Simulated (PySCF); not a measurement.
This quintet lies within 0.05 eV of the relaxed singlet at the level TPSSh-D3(BJ)/def2-TZVP // r2SCAN-D4/def2-SVP (PySCF).

## [Co(H2O)6]3+ (charge 3, multiplicity 5)

These are TPSSh-D3(BJ)/def2-TZVP // r2SCAN-D4/def2-SVP (PySCF) values and carry that method's errors.

```json
{
  "highest_occupied_spin_orbital": "-22.02 eV",
  "charge on the central atom (Mulliken)": "0.83 e",
  "charge on the central atom (meta-Löwdin)": "1.66 e",
  "spin population on the central atom (Mulliken)": "3.18",
  "total_energy": "-1840.4727 Ha",
  "cost": "about 100 core-minutes (a rough figure)"
}
```

```xyz
19

Co     0.0604    -0.0202    -0.0044
O      1.2393    -1.3574    -0.9578
H      1.1021    -2.3283    -0.9932
H      2.0977    -1.1832    -1.4005
O      1.5297     1.3647    -0.1054
H      2.0912     1.6686     0.6398
H      1.7674     1.9236    -0.8763
O     -0.6750     0.6140    -1.7774
H     -1.4905     1.1435    -1.9099
H     -0.3437     0.3882    -2.6732
O     -1.4087    -1.4052     0.0966
H     -1.6463    -1.9643     0.8674
H     -1.9707    -1.7085    -0.6485
O      0.7960    -0.6542     1.7688
H      1.6116    -1.1834     1.9011
H      0.4645    -0.4287     2.6646
O     -1.1184     1.3169     0.9492
H     -0.9813     2.2879     0.9845
H     -1.9768     1.1428     1.3919
```
Charge +3, spin multiplicity 5.
